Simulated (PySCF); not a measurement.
Compound: C3H5ClN2Si.
SMILES: `[SiH3]c1c[nH]c(n1)Cl`

The closed-shell ground state was solved at several levels (PySCF, density fitting, gas phase, non-relativistic). Geometry: PBE0-D3(BJ)/def2-SVP; no solvent, vibrations or thermal averaging.

```json
{"level": "wB97X-D/def2-SVPD", "basis functions": "191", "total energy (Eh)": "-976.0483", "HOMO (eV)": "-8.75", "LUMO (eV)": "1.77", "gap (eV)": "10.52", "dipole (D)": "3.99"}
{"level": "PBE/pcSseg-1", "basis functions": "158", "total energy (Eh)": "-975.8580", "HOMO (eV)": "-5.88", "LUMO (eV)": "-0.83", "gap (eV)": "5.05", "dipole (D)": "3.96"}
{"level": "OPBE/pcSseg-1", "basis functions": "158", "total energy (Eh)": "-976.3003", "HOMO (eV)": "-5.87", "LUMO (eV)": "-0.74", "gap (eV)": "5.13", "dipole (D)": "3.95"}
{"level": "PBE0/def2-SVPD", "basis functions": "191", "total energy (Eh)": "-975.6040", "HOMO (eV)": "-6.97", "LUMO (eV)": "-0.01", "gap (eV)": "6.96", "dipole (D)": "3.94"}
{"level": "HF/pcSseg-1", "basis functions": "158", "total energy (Eh)": "-973.7428", "HOMO (eV)": "-9.06", "LUMO (eV)": "3.69", "gap (eV)": "12.75", "dipole (D)": "4.28"}
{"level": "PBE0/STO-3G", "basis functions": "48", "total energy (Eh)": "-964.8047", "HOMO (eV)": "-4.93", "LUMO (eV)": "3.20", "gap (eV)": "8.13", "dipole (D)": "3.82"}
{"level": "LC-wPBE/def2-SVPD", "basis functions": "191", "total energy (Eh)": "-975.7642", "HOMO (eV)": "-9.53", "LUMO (eV)": "2.04", "gap (eV)": "11.57", "dipole (D)": "4.03"}
{"level": "CAM-B3LYP/def2-SVPD", "basis functions": "191", "total energy (Eh)": "-976.0386", "HOMO (eV)": "-8.20", "LUMO (eV)": "0.96", "gap (eV)": "9.16", "dipole (D)": "3.97"}
{"level": "PBE0/IGLO-III", "basis functions": "313", "total energy (Eh)": "-976.0856", "HOMO (eV)": "-6.86", "LUMO (eV)": "0.07", "gap (eV)": "6.93", "dipole (D)": "3.92"}
{"level": "BHandHLYP/def2-SVPD", "basis functions": "191", "total energy (Eh)": "-975.9917", "HOMO (eV)": "-7.83", "LUMO (eV)": "0.81", "gap (eV)": "8.64", "dipole (D)": "3.99"}
{"level": "PBE0/pcSseg-1", "basis functions": "158", "total energy (Eh)": "-975.9224", "HOMO (eV)": "-6.95", "LUMO (eV)": "0.13", "gap (eV)": "7.08", "dipole (D)": "4.07"}
```

(1) What might PBE0/def2-TZVP (259 basis functions) give for the same quantities?

(2) Over all these levels, which gives the widest orbital gap and which the narrowest?

(3) How much does the basis alone move the frontier levels among the 5 PBE0 rows (the withheld one included)?

(4) How far do the dipole and the HOMO energy spread over the levels?

Answers

(1) Total energy -976.0871 Eh, HOMO -6.87 eV, LUMO 0.11 eV, gap 6.98 eV, dipole 3.97 D.

(2) HF/pcSseg-1 (Hartree–Fock, all exact exchange) has the widest, 12.75 eV, and PBE/pcSseg-1 (GGA) the narrowest, 5.05 eV. The two share the basis. From the narrowest to the widest the HOMO moves by -3.18 eV and the LUMO by +4.52 eV.

(3) The HOMO by 2.04 eV and the LUMO by 3.21 eV. By rising basis size (HOMO, LUMO in eV): STO-3G -4.93, 3.20; pcSseg-1 -6.95, 0.13; def2-SVPD -6.97, -0.01; def2-TZVP -6.87, 0.11; IGLO-III -6.86, 0.07.

(4) The dipole runs from 3.82 to 4.28 D (mean 3.99 D) and the HOMO from -9.53 to -4.93 eV.

wB97X-D is run here without its empirical dispersion term; that term would change no orbital, density or response property at a fixed geometry.
